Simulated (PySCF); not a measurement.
A structure optimised at PBE-D3(BJ)/def2-SVP, used in a PySCF frequency run:

```xyz
9

Al     0.4591    -0.6778     0.0000
Cl    -1.3171    -1.7916     0.0000
O      1.9211    -1.5543     0.0000
H      2.7819    -1.1069     0.0000
O      0.4231     1.0231     0.0000
Si    -0.2646     2.5417     0.0000
H      0.1796     3.2946    -1.2243
H      0.1796     3.2946     1.2243
H     -1.7676     2.4519     0.0000
```

Write its SMILES, formula and point group.

[OH][Al]([Cl])[O][SiH3], AlClH4O2Si, Cs

What are its rotational constants (standard atomic weights)?

3.4923, 1.2807, 0.94771 GHz
